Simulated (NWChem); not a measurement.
System: CuNH₃F; SMILES [NH3]->[Cu][F]

Input file for NWChem:

```
start job
memory heap 200 mb stack 900 mb global 1100 mb
geometry units angstroms noautosym
  Cu     0.000000     0.000000    -1.113620
  F      0.000000    -0.000014    -3.239396
  N      0.000000    -0.000014     2.634582
  H      0.667319    -0.656360     3.041181
  H     -0.902094    -0.249747     3.041140
  H      0.234748     0.906093     3.041140
end
basis spherical
  * library def2-svp
end
dft
  xc pbe0
  grid fine
  iterations 150
end
driver
  maxiter 120
  tight
end
task dft optimize
task dft freq
```

The level has its own optimisation; frequencies are unscaled.

Task: What results follow from this input? (PBE0/def2-SVP.) Quantities: r Cu–F (Å); r Cu–N (Å); r H–N (Å); highest harmonic frequency (cm⁻¹); lowest (cm⁻¹); zero-point energy (kcal/mol); dipole (D).

Result: The r Cu–F (Å) comes out as 1.747, the r Cu–N (Å) comes out as 1.922 and the r H–N (Å) is 1.022. The highest harmonic frequency (cm⁻¹) comes out as 3601, the lowest (cm⁻¹) is 155 and the zero-point energy (kcal/mol) comes out as 25.4. The dipole (D) is 8.56.
